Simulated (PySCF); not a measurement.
C2H4Cl2Si2, SMILES [SiH3]C#C[SiH](Cl)Cl.

Geometry optimised at PBE0-D3(BJ)/def2-SVP. This is a generated structure with no PubChem entry under its InChIKey; it may be hypothetical.

Method: CAM-B3LYP/def2-TZVP in PySCF.

Gas-phase values at a fixed geometry.

### Question
Estimate the frontier levels, gap, dipole moment and polarisability. (The exact figures need the calculation; the answer reports its results.)

### Answer

```
Quantity                                                                                                        Result
---------------------------------------------------------------------------------------------  -----------------------
highest occupied level                                                                                        -9.88 eV
lowest empty level                                                                                            -0.20 eV
orbital gap                                                                                                    9.68 eV
dipole moment                                                                                                   1.81 D
quadrupole, principal values (traceless, Buckingham form, about the centre of nuclear charge)   -4.74, -1.71, 6.45 D·Å
mean static polarisability                                                                       96.5 bohr³ (14.30 Å³)
polarisability, principal values                                                               73.9, 86.5, 129.1 bohr³
```
